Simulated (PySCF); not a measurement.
C₂H₅Cl₂Si, SMILES [CH2][Si](C)(Cl)Cl, doublet, B3LYP/def2-SVP optimised geometry.

```
10

C     -1.28    -1.79    -1.55
Si    -0.71    -0.99     0.00
C     -1.29    -1.80     1.57
Cl    -1.38     0.99     0.00
Cl     1.38    -0.99     0.00
H     -0.72    -2.60    -2.04
H     -2.21    -1.50    -2.06
H     -2.39    -1.81     1.62
H     -0.91    -1.26     2.45
H     -0.93    -2.85     1.62
```

Density from PySCF with unrestricted B3LYP/def2-TZVP at that geometry.

Minimum of the electron density along straight lines between bonded atoms, close to the bond critical point (lines longer than 1.1 times the sum of covalent radii, or with two minima, are not listed):

```
bond     length / Å  ρ at the minimum / e bohr⁻³  ∇²ρ there / e bohr⁻⁵  position (fraction from the first atom)
-------  ----------  ---------------------------  --------------------  ---------------------------------------
C1–Si2        1.843                        0.129                   ___                                     0.61
Si2–C3        1.869                        0.128                   ___                                     0.39
Si2–Cl4       2.085                        0.096                  0.18                                     0.36
Si2–Cl5       2.086                        0.096                  0.18                                     0.36
C1–H6         1.096                        0.275                 -0.94                                     0.65
C1–H7         1.096                        0.275                 -0.94                                     0.65
C3–H8         1.102                        0.268                 -0.88                                     0.64
C3–H9         1.101                        0.268                 -0.89                                     0.64
C3–H10        1.102                        0.268                 -0.88                                     0.64
```

Q: Some entries are withheld; supply them.

A: 
- C1–Si2, ∇²ρ there / e bohr⁻⁵: 0.21
- Si2–C3, ∇²ρ there / e bohr⁻⁵: 0.14
